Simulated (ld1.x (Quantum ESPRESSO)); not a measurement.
**Transferability test, TM potential for Sr (Z = 38)**

- Element: Sr (Z = 38)
- Generator: ld1.x (Quantum ESPRESSO) 7.5
- Type: norm-conserving Troullier–Martins (Kleinman–Bylander form)
- Functional: LDA (PZ)
- Relativity: scalar-relativistic
- Frozen core: [Ar] 3d10
- Valence charge: 10
- Reference configuration: 4s2 4p6 4d0 5s1.5 5p0 (charge +0.5)
- Partial waves: 4s (bound): rc 1.80 bohr; 4p (bound): rc 2.55 bohr; 4d (bound, empty): rc 3.25 bohr; 4f channel at -0.15 Ry: rc 3.40 bohr
- Local potential: all-electron potential smoothed inside 2.40 bohr (lloc = -2)
- Core correction: none

Occupied shells without a wave of their own: 5s. They enter only through the test configuration that unscreens the potential.

Energies are relative to the spin-unpolarised reference configuration 4s2 4p6 4d0 5s1.5 5p0; without spin polarisation the order of configurations can differ from experiment. Spin-polarised rows fill each open shell by Hund’s rule, majority spin first.

```tsv
valence configuration	charge	ΔE all-electron (eV)	error AE − PS (meV)
4s2 4p6 4d0 5s2 5p0	0	-2.413	+36
4s2 4p6 4d0 5s1 5p0	+1	3.651	-52
4s2 4p6 4d0 5s0 5p0	+2	14.832	-230
4s2 4p6 4d0.5 5s1.5 5p0	0	-1.264	+1.9
4s2 4p6 4d0 5s0 5p2	0	2.514	-183
4s2 4p5 4d0 5s2 5p0	+1	25.967	+127
4s2 4p6 4d0 5s0 5p1	+1	6.692	-213
4s2 4p6 4d0 5s1.5 5p0 (spin-polarised)	+0.5	-0.033	+0.2
```

(1) What are ΔE and the potential's error for 4s2 4p6 4d0 5s1 5p0 (spin-polarised)?

Levels in the configuration 4s2 4p6 4d0 5s1 5p0:

```
level  all-electron (eV)  pseudo (eV)
   4s            -47.322      -47.369
   4p            -29.217      -29.260
   5s             -8.587       -8.709
```

## Answers

(1) ΔE = 3.474 eV all-electron; the error (AE − PS) is -52 meV.

The 5s level has no wave, so the channel is fitted at the deeper level alone: the likely source of the large errors.
